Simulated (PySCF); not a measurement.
C₅H₃Cl, SMILES C#CC=C=CCl.

Coordinates come from a PBE0-D3(BJ)/def2-SVP optimisation. The structure was generated by enumeration, and PubChem lists no compound with its InChIKey, so it may never have been made.

All values below come from SMD-B3LYP/6-31G* (PySCF).

Solvation free energies are E(SMD) − E(gas) at the gas-phase geometry, for 1 M in both phases. In vacuum the dipole moment is 1.54 D.

```tsv
solvent	ΔG(solv) (kcal/mol)	its non-electrostatic (CDS) part	dipole (D)
water	-0.3	4.8	1.97
ethanol	-4.0	0.9	1.95
1-octanol	-3.3	1.2	1.91
```
